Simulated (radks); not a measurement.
Species: Dy23+. Configuration: [Kr] 4d7.

All-electron calculation, non-relativistic Kohn-Sham, LDA (Slater exchange, Perdew-Wang correlation), spin-unpolarised, spherical densities, point nucleus; relativity is left out, which matters for an element this heavy. Program: a radial shooting solver on a logarithmic mesh with Libxc functionals.

Energy parts (eV):
| part | energy |
|---|---|
| total | -310575.50 |
| kinetic | 310475.51 |
| electron-nucleus | -706956.95 |
| Hartree | 91846.32 |
| exchange-correlation | -5940.38 |

Orbitals (lengths in bohr, moments of r in powers of bohr; <r^-3> diverges for s and p1/2; r(max) is where P^2 peaks):
| orbital | occ. | eigenvalue (eV) | <r^-3> | <r> | <1/r> | r(max) |
|---|---|---|---|---|---|---|
| 1s | 2 | -50851.68 | - | 0.02299 | 65.41 | 0.01525 |
| 2s | 2 | -8735.584 | - | 0.09772 | 15.24 | 0.08344 |
| 2p | 6 | -8359.862 | 9860 | 0.08280 | 15.27 | 0.06488 |
| 3s | 2 | -2468.952 | - | 0.2503 | 5.797 | 0.2313 |
| 3p | 6 | -2300.870 | 2050 | 0.2399 | 5.741 | 0.2187 |
| 3d | 10 | -1987.597 | 352.8 | 0.2121 | 5.643 | 0.1739 |
| 4s | 2 | -966.2066 | - | 0.5285 | 2.670 | 0.5085 |
| 4p | 6 | -896.9468 | 551.6 | 0.5316 | 2.604 | 0.5086 |
| 4d | 7 | -772.7269 | 87.69 | 0.5332 | 2.472 | 0.5006 |

The highest occupied level is 4d at -772.73 eV. The density falls to 0.001 e/bohr^3 at r = 1.41 bohr.
